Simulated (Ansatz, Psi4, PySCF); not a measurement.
H3O2 (SMILES O[OH2+]), charge +1, singlet, geometry from GFN2-xTB. Base run: PBE0/6-31G** run with PySCF.

PySCF was given this input:
```python
from pyscf import gto, scf, dft

mol = gto.M(
    atom='''
O     0.13464923    0.56165021   -0.32045018
O    -0.15653641   -0.64820873    0.35880197
H     1.08363793    0.77080803   -0.07973702
H    -0.42483443   -1.31694617   -0.30866757
H    -0.48370607    1.23860633    0.08159027
''',
    basis='6-31g**',
    charge=1,
    verbose=4,
)

mf = dft.RKS(mol)
mf.xc = 'pbe0'
mf.kernel()
```

The same geometry, method and basis name were run in Ansatz (a quantum-chemistry and plane-wave program) and Psi4 and PySCF, at each program's defaults and at the settings that a row names. The base is PySCF at its defaults. Differences at the defaults can come from grids, fitting, cores and function types together.

```json
[
 {"code and settings": "PySCF, defaults (exact integrals, its default grid, spherical functions)", "ΔE vs base (mEh)": "0.000", "basis functions": "43", "E (Eh)": "-151.65334", "SCF cycles": "8"},
 {"code and settings": "Psi4, defaults (density fitting with its default set, its default grid, Cartesian functions)", "ΔE vs base (mEh)": "-2.071", "basis functions": "45", "E (Eh)": "-151.65542", "SCF cycles": "8"},
 {"code and settings": "Ansatz, defaults (factorised integrals, its default grid, Cartesian functions)", "ΔE vs base (mEh)": "-2.048", "basis functions": "45", "E (Eh)": "-151.65539", "SCF cycles": "-"},
 {"code and settings": "PySCF, density fitting with def2-universal-jkfit", "ΔE vs base (mEh)": "-0.042", "basis functions": "43", "E (Eh)": "-151.65339", "SCF cycles": "8"},
 {"code and settings": "PySCF, fine grid", "ΔE vs base (mEh)": "0.000", "basis functions": "43", "E (Eh)": "-151.65334", "SCF cycles": "8"},
 {"code and settings": "Psi4, exact integrals, spherical functions, fine grid", "ΔE vs base (mEh)": "0.000", "basis functions": "43", "E (Eh)": "-151.65334", "SCF cycles": "10"},
 {"code and settings": "Ansatz, high accuracy, Cartesian functions as the basis file defines them", "ΔE vs base (mEh)": "-2.053", "basis functions": "45", "E (Eh)": "-151.65540", "SCF cycles": "-"}
]
```
